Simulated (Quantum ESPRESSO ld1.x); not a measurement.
Fractional charge and spin in the 3s shell of silicon: the spin-up occupation runs from 0 to 1 and the spin-down occupation from 0 to 1; the fullest corner is Si+, [Ne] 3p(up 0.5, down 0.5) 3s(up 1, down 1). Method: scalar-relativistic Kohn-Sham, LDA (Slater exchange, VWN5 correlation), spin-polarised, spherical densities, point nucleus; computed with ld1.x of Quantum ESPRESSO 7.5. Energy (eV) minus the two flat planes that join the four corners (they meet along the diagonal where the two added fractions sum to one electron); zero is where a piecewise linear energy would lie.

| down \ up | 0 | 0.25 | 0.5 | 0.75 | 1 |
|---|---|---|---|---|---|
| 0 | 0.000 | -0.965 | -1.290 | -0.969 | 0.000 |
| 0.25 | -0.965 | -1.180 | -0.765 | 0.284 | -0.880 |
| 0.5 | -1.290 | -0.765 | 0.377 | -0.706 | -1.173 |
| 0.75 | -0.969 | 0.284 | -0.706 | -1.092 | -0.878 |
| 1 | 0.000 | -0.880 | -1.173 | -0.878 | 0.000 |

Corners above the fullest one (they belong to Si2+ and the next ion): (up 1, down 0) 23.768 eV, (up 0, down 1) 23.768 eV, (up 0, down 0) 58.916 eV. With half an added electron in each spin the energy lies 0.377 eV from the planes, and with half an added electron in spin up alone -1.290 eV. The planes are only a guide here: the flat-plane condition holds for ground states with one frontier orbital, while this shell lies below other occupied shells, so the corners above the fullest one are inner-hole states and not the ground states of those ions.
